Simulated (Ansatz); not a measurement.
`C1=[CH][SnH2][O]1`, charge 0, multiplicity 1.

(1) Give a relaxed structure at PBE0-D4/def2-TZVP (Ansatz 0.2.0). (Estimate.)

## Answers

(1) Ansatz gave: 
Cartesian coordinates in Å:
```
C 0.696 -0.549 0.871
C 0.518 -0.883 -0.421
Sn -0.763 0.767 -0.584
O 0.036 0.535 1.314
H 1.319 -1.062 1.604
H 0.941 -1.701 -0.981
H -0.284 2.257 -1.261
H -2.463 0.636 -0.541
```
Point group Cs.
